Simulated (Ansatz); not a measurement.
Born–Oppenheimer molecular dynamics of Cl3FTi (5 atoms, charge 0, multiplicity 1). It starts from a relaxed structure.

All numbers below come from RKS PBE/def2-SVP in Ansatz 0.2.0.

* ensemble: NVT, Langevin thermostat
* time step: 2 fs
* steps asked: 250
* set temperature: 500 K
* friction: 0.01 /fs
* seed: 849233

First frame:

```xyz
5
Properties=species:S:1:pos:R:3
Ti 0.000 0.000 -0.027
F 0.000 0.000 1.707
Cl 2.061 0.000 -0.739
Cl -1.030 1.784 -0.739
Cl -1.030 -1.784 -0.739
```

How far do the bonds stretch over the last three quarters of this one trajectory? (Pairs bonded in most of those frames.)


```json
{"bond": "Ti1–F2", "mean (Å)": "1.735", "spread (Å)": "0.032", "shortest": "1.66", "longest": "1.85"}
{"bond": "Ti1–Cl3", "mean (Å)": "2.201", "spread (Å)": "0.047", "shortest": "2.10", "longest": "2.30"}
{"bond": "Ti1–Cl4", "mean (Å)": "2.199", "spread (Å)": "0.032", "shortest": "2.14", "longest": "2.29"}
{"bond": "Ti1–Cl5", "mean (Å)": "2.191", "spread (Å)": "0.047", "shortest": "2.09", "longest": "2.27"}
```

Mean temperature of the second half: 365 K. The mean temperature of the second half is 27 % below the set value. A run of 0.5 ps of so small a system gives no equilibrium averages.

Run time: 8.3 min on 2 threads of Arm Neoverse V1, with other jobs on the host, peak memory 0.15 GiB.
